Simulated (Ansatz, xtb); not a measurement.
## Isomers of C3H9NOSi2 in order of energy

4 gas-phase structures of C3H9NOSi2, from a drawn sample of its isomers (lower ones may exist). Each was relaxed with GFN2-xTB; where two conformers were screened, the lower at r2SCAN-D4/def2-SVP is listed:

A. `N#C[C@@H]([SiH3])CO[SiH3]`, a singlet
B. `C=C1CN([SiH3])[Si@@H]1O`, a singlet
C. `C#C[Si@H](NC)O[SiH3]`, a singlet
D. `CC#C[SiH2]O[SiH2]N`, a singlet

Q: Make a reasoned guess at their ranking by r2SCAN-D4/def2-SVP single-point energy.

A: Calculated order at r2SCAN-D4/def2-SVP: D (0.0), B (54.9), C (73.6), A (185.5) kJ/mol.

Energies above the lowest of each column, in kJ/mol; the last columns are at PBE-D3(BJ)/def2-SVP geometries and were run for some of them only (a dash: not run or not comparable):

```json
{"structure": "D", "GFN2-xTB": "0.0", "HF/STO-3G": "2.2", "r2SCAN-D4/def2-SVP": "0.0", "PBE-D3(BJ)/def2-SVP": "0.0", "CCSD(T)/def2-SVP + ΔMP2/def2-TZVPP": "0.0"}
{"structure": "B", "GFN2-xTB": "45.7", "HF/STO-3G": "0.4", "r2SCAN-D4/def2-SVP": "54.9", "PBE-D3(BJ)/def2-SVP": "41.1", "CCSD(T)/def2-SVP + ΔMP2/def2-TZVPP": "79.5"}
{"structure": "C", "GFN2-xTB": "43.0", "HF/STO-3G": "49.1", "r2SCAN-D4/def2-SVP": "73.6", "PBE-D3(BJ)/def2-SVP": "65.4", "CCSD(T)/def2-SVP + ΔMP2/def2-TZVPP": "62.6"}
{"structure": "A", "GFN2-xTB": "117.6", "HF/STO-3G": "0.0", "r2SCAN-D4/def2-SVP": "185.5", "PBE-D3(BJ)/def2-SVP": "–", "CCSD(T)/def2-SVP + ΔMP2/def2-TZVPP": "–"}
```

CCSD(T)/def2-SVP + ΔMP2/def2-TZVPP puts D lowest of those it was run on; HF/STO-3G picks A. CCSD(T)/def2-SVP + ΔMP2/def2-TZVPP orders those it was run on as D (0.0), C (62.6), B (79.5) kJ/mol. Flexible structures stand in one conformer each, not always the lowest. D keeps a small imaginary mode. C keeps a small imaginary mode. Frequencies (GFN2-xTB) were run for B, C, D alone. ΔMP2 is the change of the MP2 energy from the smaller to the larger basis.

Over these structures GFN2-xTB departs from r2SCAN-D4/def2-SVP by 22.3 kJ/mol on average once a common shift is removed. A GFN2-xTB relaxation took about 0.22 s and the r2SCAN-D4/def2-SVP energy about 2.2 s on a shared host (Ansatz 0.2.0, xtb 6.7.1).
